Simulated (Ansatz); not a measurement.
C2H6Se, triplet, at the geometry of the source list (a higher spin typed on purpose: for a closed-shell molecule this is an excited state). Base run: PBE/def2-SV(P) (Ansatz, an electronic-structure program).

The Ansatz input:
Ansatz 0.2 input:
```yaml
crystal:
  periodic: [false, false, false]
  atoms:
    - {symbol: C, position_ang: [1.45580000, -0.05290000, 0.03390000]}
    - {symbol: Se, position_ang: [0.05090000, 0.47070000, -1.21420000]}
    - {symbol: C, position_ang: [-1.45680000, 0.05700000, -0.04690000]}
    - {symbol: H, position_ang: [1.40210000, -1.12550000, 0.21030000]}
    - {symbol: H, position_ang: [2.41140000, 0.20450000, -0.41870000]}
    - {symbol: H, position_ang: [1.32730000, 0.49560000, 0.96530000]}
    - {symbol: H, position_ang: [-1.37990000, -0.97770000, 0.27740000]}
    - {symbol: H, position_ang: [-2.36800000, 0.20320000, -0.61720000]}
    - {symbol: H, position_ang: [-1.44300000, 0.72510000, 0.81010000]}
basis:
  gaussian:
    orbitals: def2-SV_P_.json
hamiltonian:
  xc: pbe
magnetization: {spin_polarized: true, initial_magnetization: 2}
```
The basis file holds def2-SV(P) in the JSON format of the Basis Set Exchange.

Each row names what was changed in the base input (with any setting that the change needs).

```csv
change,ΔE vs base (kcal/mol)
base,0.000
"final_grid = 6, 12, 29",-0.005
"point_charge = charge:0.5 position_ang:-3.1146, 0.7693, -4.4131",-2.05
"final_grid = 4, 8, 17",-0.098
"point_charge = charge:1.0 position_ang:-1.9288, 5.0237, -0.9004",-1.54
fitting.mean_field = def2-universal-JKFIT,-0.043
lower_state_search = full,0.000
fitting.mean_field = cc-pVTZ-JKFIT,-0.080
forces = on,0.000
lower_state_search = off,0.000
lower_state_search = light,0.000
```
